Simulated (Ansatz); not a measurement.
Compare A (`FC1(F)CC[SiH2]1`) with its isomer B (`F/C=C(\[SiH3])CF`).

Isolated molecules relaxed with PBE0-D4/def2-TZVP in Ansatz; ΔE leaves out vibrations. CCSD(T)/CBS adds triple-zeta CCSD(T) − MP2 to the extrapolated MP2 energy (def2 sets, frozen cores). Functionals use def2-TZVPP. B3LYP here is the variant with VWN-RPA as its local correlation; programs differ in this. One conformer a species, not always the lowest.

(1) Which isomer does CCSD(T)/CBS put lower? Give the gap. (An estimate is asked.)

(2) Give E(B) − E(A) in kJ/mol with PBE-D4, CCSD(T)/def2-TZVPP, PBE0-D4, B3LYP-D4, r2SCAN-D4, HF/def2-TZVPP, CCSD/def2-TZVPP. (Estimate.)

Largest T1 diagnostic: 0.012.

Results:

(1) The calculation gave: A, by 36.4 kJ/mol.

(2) Computed: PBE-D4 42.4, CCSD(T)/def2-TZVPP 33.0, PBE0-D4 48.4, B3LYP-D4 23.7, r2SCAN-D4 40.1, HF/def2-TZVPP 12.9, CCSD/def2-TZVPP 32.8. None reverses the order clearly.

In def2-TZVPP, CCSD(T) changes the Hartree–Fock value by +20.1 kJ/mol (the triples alone add +0.1 kJ/mol) and MP2 by +26.6 kJ/mol. From PBE to PBE0 (25 % exact exchange), in def2-TZVPP and without D4, E(B) − E(A) moves by +6.4 kJ/mol.
